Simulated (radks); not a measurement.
All-electron atom: Ca VII in [Ne] 3s2 3p2. Method: scalar-relativistic Kohn-Sham, PBE, spin-polarised, spherical densities, finite nucleus; open shells are filled with parallel spins first; Fermi nuclear charge, rms radius 3.4776 fm; computed with a radial shooting solver on a logarithmic mesh with Libxc functionals.

Unscreened Slater integrals over Kohn-Sham orbitals (hartree). They are taken over the spin-up orbitals.

integral      value
F0(3p,3p)   0.83297
F2(3p,3p)   0.42623
F0(3p,3s)   0.84647
G1(3p,3s)   0.56763
F0(3p,2p)    1.1169
F2(3p,2p)   0.23463
G0(3p,2p)  0.095890
G2(3p,2p)  0.099412
F0(3p,2s)    1.0959
G1(3p,2s)  0.073883
F0(3s,3s)   0.86138
F0(3s,2p)    1.1346
G1(3s,2p)   0.10040
F0(3s,2s)    1.1188
G0(3s,2s)  0.080112
F0(2p,2p)    2.8103
F2(2p,2p)    1.3146
F0(2p,2s)    2.6206
G1(2p,2s)    1.5333
F0(2s,2s)    2.4961

Derived for the open shells (J is the average intra-shell exchange parameter used in DFT+U). 3p: J = F2/5 = 0.08525 hartree; in LS coupling 1D lies 6 F2/25 = 0.1023 hartree above 3P.
